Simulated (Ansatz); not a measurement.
Job for Ansatz (a quantum-chemistry and plane-wave program): U-CCSD(T)/aug-cc-pV(T+d)Z on BeClH (SMILES [BeH][Cl]), a point of a bond scan (R = 4.153 Å). Files ending in .json are basis or fitting sets from the Basis Set Exchange.

Ansatz 0.2 input:
```yaml
crystal:
  periodic: [false, false, false]
  atoms:
    - {symbol: Be, position_ang: [-0.00000000, -0.00000000, -1.33527396]}
    - {symbol: H, position_ang: [-0.00000000, -0.00000000, -2.65794482]}
    - {symbol: Cl, position_ang: [0.00000000, 0.00000000, 2.81807929]}
basis:
  gaussian:
    orbitals: aug-cc-pV_T+d_Z.json
correlation: {method: ccsd_t, electrons: outside_noble_gas}
scf: {omitted_lower_state_checks: [cluster_reference]}
magnetization: {spin_polarized: true, initial_magnetization: 0}
```

Output:

```
WARN ansatz: RAYON_NUM_THREADS=1 ignored (pool sized by the plan → 1); use --threads N
Functional definition: HF
these checks for a lower state are left out or cut short: cluster_reference
integrals: 0.33 GiB planned
719 factors; integrals over basis functions are off by at most 1.9e-3 eV
mean field: 0.27 GiB planned
mean field evaluation 1: about -12911.5120 eV, gradient 1.5e1 eV
mean field evaluation 2: about -12911.5118 eV, gradient 1.5e1 eV
mean field evaluation 4: about -12914.1425 eV, gradient 1.9e0 eV
mean field evaluation 8: about -12914.2179 eV, gradient 2.2e-3 eV
mean field evaluation 16: about -12914.2179 eV, gradient 1.7e-4 eV
mean field evaluation 32: about -12915.6441 eV, gradient 7.0e-6 eV
mean field evaluation 64: about -12915.5295 eV, gradient 2.6e-2 eV
mean field evaluation 96: about -12915.6339 eV, gradient 6.8e-1 eV
mean field evaluation 128: about -12915.5295 eV, gradient 3.3e-6 eV
mean field -12915.64409360 eV, -474.6411659019 hartree, gradient 5.5e-6 eV, S^2 0.978575; 12 other end points of the search recorded, 0 dependent functions left out
6 core orbitals not correlated
reference -12915.64409360 eV, -474.6411659019 hartree; 5, 5 occupied and 113, 113 virtual orbitals, 719 factors
second order -5.38200017 eV of doubles, -0.00000000 eV of singles
coupled cluster: 0.75 GiB planned
cycle   1  -6.03798756 eV  change   -6.6e-1 eV  update   6.4e-2
cycle   2  -6.28740324 eV  change   -2.5e-1 eV  update   2.8e-2
cycle   3  -6.30477004 eV  change   -1.7e-2 eV  update   2.2e-2
cycle   4  -6.31699074 eV  change   -1.2e-2 eV  update   1.9e-2
cycle   5  -6.32948639 eV  change   -1.2e-2 eV  update   1.4e-2
cycle   6  -6.33789108 eV  change   -8.4e-3 eV  update   7.6e-3
cycle   7  -6.34171951 eV  change   -3.8e-3 eV  update   4.3e-3
cycle   8  -6.34530758 eV  change   -3.6e-3 eV  update   2.4e-3
cycle   9  -6.34528115 eV  change    2.6e-5 eV  update   1.6e-3
cycle  10  -6.34686785 eV  change   -1.6e-3 eV  update   1.2e-3
cycle  11  -6.34765373 eV  change   -7.9e-4 eV  update   7.5e-4
cycle  12  -6.34752289 eV  change    1.3e-4 eV  update   3.0e-4
cycle  13  -6.34750171 eV  change    2.1e-5 eV  update   1.1e-4
cycle  14  -6.34744528 eV  change    5.6e-5 eV  update   4.4e-5
cycle  15  -6.34742596 eV  change    1.9e-5 eV  update   1.8e-5
cycle  16  -6.34742311 eV  change    2.9e-6 eV  update   1.0e-5
coupled cluster: 0.75 GiB planned
perturbative correction -0.21497288 eV, -0.0079001077 hartree
WARN: the results are in doubt because among natural orbitals the method converges to other amplitudes
Total energy: -12922.20648959 eV, -474.8823295064 hartree
In doubt: among natural orbitals the method converges to other amplitudes
Checks for a lower state left out: cluster_reference
```

Self-consistency was reached. Its determinant has ⟨S²⟩ = 0.98, a mixture of spin states.

Warnings raised: other amplitudes.

Cost: around 21 core-seconds (rough).
